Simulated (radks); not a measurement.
Problem. Species: Lu I. Configuration: [Xe] 4f14 6s2 6p1 (not the ground configuration). Calculated with a radial shooting solver on a logarithmic mesh with Libxc functionals: Dirac Kohn-Sham, PBEsol, spin-unpolarised, spherical densities, point nucleus; open shells fill j = l - 1/2 first. Some entries of the table are withheld. Estimate them.

orbital  occ.  eigenvalue (eV)  r(max) (bohr)
1s1/2       2        -63143.19        0.01213
2s1/2       2        -10744.38        0.06950
2p1/2       2        -10255.26            (1)
2p3/2       4        -9138.308            (2)
3s1/2       2        -2436.736         0.1960
3p1/2       2        -2220.479            (3)
3p3/2       4        -1982.267            (4)
3d3/2       4        -1615.265         0.1552
3d5/2       6        -1563.244         0.1589
4s1/2       2        -487.0517         0.4466
4p1/2       2        -399.0563         0.4475
4p3/2       4        -344.7813         0.4763
4d3/2       4        -200.1611         0.4758
4d5/2       6        -190.2554         0.4851
5s1/2       2         -63.8940          1.043
5p1/2       2         -39.4776          1.133
5p3/2       4         -32.4900          1.221
4f5/2       6         -13.3488         0.4657
4f7/2       8         -11.8240         0.4712
6s1/2       2          -5.8542          2.958
6p1/2       1          -2.3589          3.778
6p3/2       0          -1.9264          4.094

Solution. 
(1) 2p1/2 r(max) (bohr): 0.05193
(2) 2p3/2 r(max) (bohr): 0.05846
(3) 3p1/2 r(max) (bohr): 0.1839
(4) 3p3/2 r(max) (bohr): 0.1974
